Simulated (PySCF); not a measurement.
Spin–spin coupling constants

Geometry:
```csv
atom,x (Å),y (Å),z (Å)
C1,-1.290,1.401,0.173
C2,-1.047,-0.051,0.554
C3,0.099,-0.735,-0.192
C4,0.213,-2.208,0.189
Ge5,1.832,0.172,0.086
H6,-2.173,1.807,0.690
H7,-1.459,1.508,-0.910
H8,-0.435,2.045,0.435
H9,-0.863,-0.123,1.642
H10,-1.970,-0.632,0.374
H11,-0.101,-0.664,-1.277
H12,0.451,-2.330,1.259
H13,-0.738,-2.737,0.007
H14,0.997,-2.727,-0.384
H15,1.930,1.509,-0.676
H16,2.032,0.450,1.592
H17,2.974,-0.744,-0.400
```

Couplings: B3LYP/pcJ-1 (pcSseg-1 on Ge) (without the spin–dipole term) in PySCF, geometry PBE0-D3(BJ)/def2-SVP; gas phase, one conformer, non-relativistic. Couplings are averaged over pairs made equivalent by symmetry, fast rotation or ring inversion, so a value needn't be that of the named pair in this geometry, while other rotamers aren't included; one pair stands for each set, and the list holds a selection of those of at least 1.5 Hz over up to four bonds.

Isotopes: 13C, 1H.

```json
{"pair": "C1, C2", "bonds": "1", "J (Hz)": "?"}
{"pair": "C1, H6", "bonds": "1", "J (Hz)": "131.7"}
{"pair": "C2, C3", "bonds": "1", "J (Hz)": "34.7"}
{"pair": "C2, H9", "bonds": "1", "J (Hz)": "?"}
{"pair": "C2, H10", "bonds": "1", "J (Hz)": "?"}
{"pair": "C3, C4", "bonds": "1", "J (Hz)": "35.2"}
{"pair": "C3, H11", "bonds": "1", "J (Hz)": "132.8"}
{"pair": "C4, H12", "bonds": "1", "J (Hz)": "132.7"}
{"pair": "C1, H9", "bonds": "2", "J (Hz)": "-3.5"}
{"pair": "C1, H10", "bonds": "2", "J (Hz)": "-3.4"}
{"pair": "C2, H11", "bonds": "2", "J (Hz)": "-3.8"}
{"pair": "C3, H9", "bonds": "2", "J (Hz)": "-3.1"}
{"pair": "C3, H10", "bonds": "2", "J (Hz)": "-3.1"}
{"pair": "C3, H12", "bonds": "2", "J (Hz)": "-2.8"}
{"pair": "C3, H15", "bonds": "2", "J (Hz)": "6.1"}
{"pair": "C4, H11", "bonds": "2", "J (Hz)": "-3.9"}
{"pair": "H6, H7", "bonds": "2", "J (Hz)": "?"}
{"pair": "H9, H10", "bonds": "2", "J (Hz)": "-14.8"}
{"pair": "H12, H13", "bonds": "2", "J (Hz)": "-13.8"}
{"pair": "C1, C4", "bonds": "3", "J (Hz)": "5.9"}
{"pair": "C2, H15", "bonds": "3", "J (Hz)": "2.0"}
{"pair": "C3, H6", "bonds": "3", "J (Hz)": "?"}
{"pair": "C4, H9", "bonds": "3", "J (Hz)": "2.3"}
{"pair": "H6, H10", "bonds": "3", "J (Hz)": "?"}
{"pair": "H10, H11", "bonds": "3", "J (Hz)": "?"}
{"pair": "H11, H12", "bonds": "3", "J (Hz)": "?"}
```

Estimate the withheld couplings, with signs.

## Answers


- 1J(C1,C2) = 37.4 Hz (bond length 1.520 Å)
- 1J(C2,H9) = 130.9 Hz (bond length 1.105 Å, sp3 carbon)
- 1J(C2,H10) = 130.9 Hz (bond length 1.106 Å, sp3 carbon)
- 2J(H6,H7) = -13.9 Hz
- 3J(C3,H6) = 6.4 Hz (mean over equivalent pairs that range from 2.3 to 13.3 Hz in this conformer)
- 3J(H6,H10) = 8.6 Hz (mean over equivalent pairs that range from 3.9 to 17.2 Hz in this conformer)
- 3J(H10,H11) = 4.8 Hz (dihedral angle 65°)
- 3J(H11,H12) = 8.8 Hz (mean over equivalent pairs that range from 4.2 to 17.1 Hz in this conformer)

Relativistic effects of the heavier atoms present are left out.
